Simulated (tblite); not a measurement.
Input of a run (GFN2-xTB geometry optimisation, gas phase (tblite 0.8.0)), started from a force field or distance geometry:
```
{"job": {"kind": "relax", "xc": "GFN2-xTB", "basis": "xTB"}, "charge": 0, "multiplicity": 1}
C      3.599400     0.780100    -0.693800
C      2.622800     0.153500    -0.291800
C      1.506300    -0.605500     0.179200
C      0.126600    -0.705900     0.197600
S     -1.507000    -0.201100    -0.175400
O     -2.375500    -1.419600    -0.204300
O     -1.524500     0.513500    -1.503800
C     -2.065000     0.900700     1.115200
F     -3.346800     1.291300     0.799900
F     -2.151300     0.265500     2.342000
F     -1.291900     2.041400     1.149900
C      0.907400    -1.662800     0.854100
O      1.072200    -2.699900     1.552000
H      4.426400     1.348200    -1.063000
```

Output (eV, eV/Å):
```
step      E/eV     max force
  0   -1163.04517    8.348
  1   -1163.10789   18.837
  2   -1163.97942    3.813
  3   -1164.12699    1.921
  4   -1164.20401    0.840
  5   -1164.20781    1.897
  6   -1164.23340    0.475
  7   -1164.24212    0.437
  8   -1164.25031    0.387
  9   -1164.25471    0.220
 10   -1164.26155    0.319
 11   -1164.26942    0.405
 12   -1164.27421    0.258
 13   -1164.27753    0.232
 14   -1164.28038    0.203
 15   -1164.28373    0.244
 16   -1164.28664    0.179
 17   -1164.28976    0.154
 18   -1164.29333    0.196
 19   -1164.29692    0.230
 20   -1164.29943    0.155
 21   -1164.30094    0.102
 22   -1164.30206    0.120
 23   -1164.30319    0.152
 24   -1164.30433    0.118
 25   -1164.30533    0.096
 26   -1164.30614    0.071
 27   -1164.30688    0.083
 28   -1164.30767    0.081
 29   -1164.30864    0.110
 30   -1164.30984    0.099
 31   -1164.31119    0.134
 32   -1164.31247    0.138
 33   -1164.31362    0.103
 34   -1164.31478    0.084
 35   -1164.31618    0.127
 36   -1164.31784    0.149
 37   -1164.31945    0.113
 38   -1164.32075    0.094
 39   -1164.32168    0.090
 40   -1164.32246    0.072
 41   -1164.32335    0.078
 42   -1164.32423    0.073
 43   -1164.32488    0.061
 44   -1164.32531    0.053
 45   -1164.32569    0.054
 46   -1164.32618    0.062
 47   -1164.32674    0.060
 48   -1164.32711    0.037
 49   -1164.32728    0.033
 50   -1164.32736    0.033
 51   -1164.32746    0.029
 52   -1164.32756    0.023
 53   -1164.32765    0.023
 54   -1164.32768    0.017
 55   -1164.32771    0.012
 56   -1164.32774    0.015
 57   -1164.32777    0.014
 58   -1164.32779    0.016
 59   -1164.32782    0.017
 60   -1164.32787    0.026
 61   -1164.32796    0.044
 62   -1164.32806    0.040
 63   -1164.32816    0.030
 64   -1164.32822    0.023
 65   -1164.32829    0.029
 66   -1164.32841    0.061
 67   -1164.32857    0.070
 68   -1164.32873    0.053
 69   -1164.32882    0.019
 70   -1164.32887    0.015
 71   -1164.32890    0.026
 72   -1164.32895    0.027
 73   -1164.32900    0.020
 74   -1164.32906    0.020
 75   -1164.32915    0.030
 76   -1164.32930    0.064
 77   -1164.32954    0.084
 78   -1164.32977    0.072
 79   -1164.32993    0.028
 80   -1164.33002    0.025
 81   -1164.33007    0.022
 82   -1164.33010    0.016
 83   -1164.33013    0.008
```

Task: Summarise the run.

Result: The energy falls by 124.0 kJ/mol over 83 L-BFGS steps, the largest force on an atom goes from 8.35 to 0.008 eV/Å, and the atoms move by 0.268 Å rms after alignment. The bond that changes most is S5–C8 (sulfonyl sulfur to CF3 carbon), which lengthens by 0.107 Å. Bonds longer at the end by more than 0.005 Å: 4 of 14; shorter: 10. Among the angles that change most is C3–C4–S5, from 155.1° to 139.3°. Among the dihedrals that turn most is C12–C4–S5–O7, from -150° to -167°. The energy never rose by more than 1e-5 eV on the way. The first step brought 5 % of the lowering.

Task: What are the final bond lengths?

Result: C1≡C2 1.207 Å, C2–C3 1.368 Å, C3–C4 1.363 Å, C4–S5 1.777 Å, S5=O6 1.421 Å, S5=O7 1.425 Å, S5–C8 1.893 Å, C8–F9 1.320 Å, C8–F10 1.328 Å, C8–F11 1.333 Å, C4–C12 1.423 Å, C12=O13 1.179 Å, C3–C12 1.465 Å, C1–H14 1.051 Å. Numbering counts from 1 in the input's order; the species is `C#Cc1c(S(=O)(=O)C(F)(F)F)c1=O`.

On one thread of an Arm Neoverse V2, shared host, this took 0.62 s of wall time.

Its lowest GFN2-xTB frequency is 8i cm⁻¹, too small to tell a flat minimum from a shallow saddle. The numbers are those of one conformer.

These are computed values.
